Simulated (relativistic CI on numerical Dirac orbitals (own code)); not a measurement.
**Radial parameters of Tl67+**

These numbers are calculated, not measured: Dirac-Coulomb-Breit CI, separate exchange-only KLI orbitals for each configuration, model QED (radiative potential, 1s self-energy scaled to tabulated hydrogen-like ionisation energies), unscaled Slater integrals (own radial code, finite nucleus).

Slater integrals F^k, G^k are unscaled and averaged over j, outside the closed core [Ne]; ζ comes from projecting the Hamiltonian with its Breit term on Σ l·s of the shell.

- 3s²3p²: F^2(3p,3p) = 600450, ζ(3p) = 3.0013e+06 cm⁻¹; <r>(3p) = 0.1615, <r^2>(3p) = 0.0303 (bohr units).
- 3s²3p3d: ζ(3p) = 2.9997e+06, F^2(3p,3d) = 607880, G^1(3p,3d) = 626630, G^3(3p,3d) = 424210, ζ(3d) = 399370 cm⁻¹; <r>(3p) = 0.1616, <r^2>(3p) = 0.03033, <r>(3d) = 0.1437, <r^2>(3d) = 0.02379 (bohr units).
- 3s3p³: F^2(3p,3p) = 600300, G^1(3s,3p) = 766760, ζ(3p) = 3.0012e+06 cm⁻¹; <r>(3s) = 0.1637, <r^2>(3s) = 0.0307, <r>(3p) = 0.1616, <r^2>(3p) = 0.03031 (bohr units).

Averages of the first 10 configurations, taken without configuration mixing, which lowers the lowest level and can move excited configurations by several eV; other configurations of the list can lie among them:

```json
{"Configuration": "3s²3p²", "Parity": "even", "States": "15", "Average energy above the lowest level (eV)": "742.6"}
{"Configuration": "3s²3p3d", "Parity": "odd", "States": "60", "Average energy above the lowest level (eV)": "1260.0"}
{"Configuration": "3s3p³", "Parity": "odd", "States": "40", "Average energy above the lowest level (eV)": "1319.0"}
{"Configuration": "3s²3d²", "Parity": "even", "States": "45", "Average energy above the lowest level (eV)": "1787.6"}
{"Configuration": "3p⁴", "Parity": "even", "States": "15", "Average energy above the lowest level (eV)": "1922.0"}
{"Configuration": "3s3p²3d", "Parity": "even", "States": "300", "Average energy above the lowest level (eV)": "1825.0"}
{"Configuration": "3p²3d²", "Parity": "even", "States": "675", "Average energy above the lowest level (eV)": "2921.2"}
{"Configuration": "3s3p3d²", "Parity": "odd", "States": "540", "Average energy above the lowest level (eV)": "2341.1"}
{"Configuration": "3p³3d", "Parity": "odd", "States": "200", "Average energy above the lowest level (eV)": "2416.5"}
{"Configuration": "3s²3d4s", "Parity": "even", "States": "20", "Average energy above the lowest level (eV)": "4617.4"}
```
